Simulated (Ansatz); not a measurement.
Ansatz (a first-principles code) input:
A basis named .json is the Basis Set Exchange file of that set.

Ansatz 0.2 input:
```yaml
crystal:
  periodic: [false, false, false]
  atoms:
    - {symbol: La, position_ang: [-0.05895997, 0.06735437, 0.17856458]}
    - {symbol: Cl, position_ang: [-2.16104533, -1.36952639, -0.44669375]}
    - {symbol: Cl, position_ang: [0.24953509, 2.35910015, -1.05718186]}
    - {symbol: Cl, position_ang: [2.10919956, -1.21540901, 0.90515907]}
basis:
  gaussian:
    orbitals: def2-TZVPPD.json
total_charge: -1
magnetization: {spin_polarized: true, initial_magnetization: 1}
correlation: {method: ccsd_t, electrons: outside_noble_gas}
```

Question: What final total energy does it print?

Answer: -1410.72875 Eh (CCSD(T)/def2-TZVPPD). The basis has 212 functions.

This state (charge -1, doublet) is run at the relaxed geometry of the species with charge 0 and multiplicity 1.
